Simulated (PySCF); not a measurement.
H$_{2}$N (SMILES [NH2-]), charge -1, singlet, geometry from GFN2-xTB (in this run its highest filled SCF level lies above zero, so its values depend strongly on the basis, on diffuse functions most of all). Base run: R2SCAN/cc-pVDZ run with PySCF.

Here is a job for PySCF.
```python
from pyscf import gto, scf, dft

mol = gto.M(
    atom='''
N    -0.001861    0.105267    0.105249
H     0.817030   -0.336324   -0.386155
H    -0.804005   -0.400542   -0.350586
''',
    basis='cc-pvdz',
    charge=-1,
    spin=0,
    verbose=4,
)

mf = dft.RKS(mol)
mf.xc = 'r2scan'
mf.kernel()
```

Variants of this job, named by their change:

```json
[
 {"change": "base", "ΔE vs base (µEh)": "0.0", "SCF cycles": "8", "outcome": "converged"},
 {"change": "conv_tol_grad = 1e-7", "ΔE vs base (µEh)": "0.0", "SCF cycles": "9", "outcome": "converged"},
 {"change": "init_guess = vsap", "ΔE vs base (µEh)": "0.0", "SCF cycles": "9", "outcome": "converged"},
 {"change": "diis_space = 20", "ΔE vs base (µEh)": "0.0", "SCF cycles": "8", "outcome": "converged"},
 {"change": "diis_space = 4", "ΔE vs base (µEh)": "0.0", "SCF cycles": "8", "outcome": "converged"},
 {"change": "conv_tol_grad = 1e-3", "ΔE vs base (µEh)": "0.0", "SCF cycles": "8", "outcome": "converged"},
 {"change": "level_shift = 0.1 (with mf.max_cycle = 100)", "ΔE vs base (µEh)": "0.0", "SCF cycles": "9", "outcome": "converged"},
 {"change": "init_guess = mod_huckel", "ΔE vs base (µEh)": "0.0", "SCF cycles": "7", "outcome": "converged"},
 {"change": "solver = newton", "ΔE vs base (µEh)": "0.0", "SCF cycles": "-", "outcome": "converged"},
 {"change": "DIIS = EDIIS", "ΔE vs base (µEh)": "-", "SCF cycles": "50", "outcome": "not converged"},
 {"change": "diis_space = 2", "ΔE vs base (µEh)": "0.0", "SCF cycles": "8", "outcome": "converged"},
 {"change": "conv_tol = 1e-7", "ΔE vs base (µEh)": "0.0", "SCF cycles": "7", "outcome": "converged"},
 {"change": "conv_tol = 1e-11", "ΔE vs base (µEh)": "0.0", "SCF cycles": "9", "outcome": "converged"}
]
```
